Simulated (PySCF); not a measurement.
**From computed data to an observable: chemical shift, span and skew from a shielding tensor**

C2H9NOSi, SMILES CO[Si@H](C)N. Atoms are numbered in the order given.

```xyz
14

C      1.9621    -0.0461     0.7046
O      1.2263    -0.0784    -0.4807
Si    -0.4480    -0.0645    -0.5282
C     -1.1049     1.5534     0.1416
N     -1.1833    -1.3308     0.3813
H      1.5726    -0.7579     1.4577
H      1.9690     0.9604     1.1652
H      3.0074    -0.3212     0.4917
H     -0.7337    -0.2541    -1.9746
H     -2.1946     1.6258     0.0043
H     -0.6341     2.4038    -0.3747
H     -0.8917     1.6577     1.2179
H     -1.0368    -2.3079     0.1585
H     -1.4567    -1.2048     1.3478
```

The structure is a stationary point at PBE0-D3(BJ)/def2-SVP. The structure was generated by enumeration; whether it is a known compound was not checked. Other conformers were not sampled.

GIAO shieldings from HF/pcSseg-1 in PySCF, non-relativistic, no solvent. The symmetric part of the tensor of C4 has the principal values 187.1, 195.9, 200.5 ppm. The same nucleus in TMS has σ = 192.6 ppm at this level (PySCF, at its B3LYP-D3(BJ)/def2-TZVP geometry).

Question: Work out the isotropic shielding, the ¹³C shift against TMS, the span and the skew.

Answer: 
σ(iso) = (σ11 + σ22 + σ33)/3 = 194.5 ppm. δ = σ(ref) − σ(iso) = 192.6 − (194.5) = -1.9 ppm.
Span Ω = σ33 − σ11 = 13.4 ppm. Skew κ = 3(σ(iso) − σ22)/Ω = -0.31. Tumbling in solution averages the tensor to δ; in a static solid the shielding alone would spread this spin-1/2 line over Ω.
